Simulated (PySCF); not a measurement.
C4H8Br2Si, SMILES C=C[Si](Br)(Br)CC, singlet (GFN2-xTB optimised geometry):

```
15

C     -2.454    -1.813     1.355
C     -1.691    -0.736     1.454
Si    -0.903     0.148     0.000
Br    -1.628    -0.764    -1.905
Br    -1.617     2.271     0.000
C      0.996     0.148     0.000
C      1.592     0.911    -1.179
H     -2.679    -2.271     0.405
H     -2.892    -2.285     2.219
H     -1.502    -0.311     2.431
H      1.354    -0.883    -0.016
H      1.352     0.589     0.933
H      1.279     1.954    -1.166
H      2.679     0.885    -1.136
H      1.281     0.472    -2.125
```

Computed with PBE0/def2-TZVP (PySCF).

**Question.** What are the frontier orbital energies and the dipole moment?

**Answer.** HOMO-2 -8.32 eV, HOMO-1 -8.22 eV, HOMO -8.14 eV, LUMO -0.94 eV, LUMO+1 0.20 eV; dipole moment 2.38 D.

On the same geometry PBE/def2-TZVP (PySCF) gives HOMO-2 -7.12 eV, HOMO-1 -6.96 eV, HOMO -6.90 eV, LUMO -1.90 eV, LUMO+1 -0.75 eV; dipole moment 2.27 D.

Meta-Löwdin charges at PBE0/def2-TZVP: C1 -0.21, C2 -0.36, Si3 0.88, Br4 -0.27, Br5 -0.27, C6 -0.44, C7 -0.34, H8 0.13, H9 0.13, H10 0.14, H11 0.13, H12 0.13, H13 0.12, H14 0.12, H15 0.12.
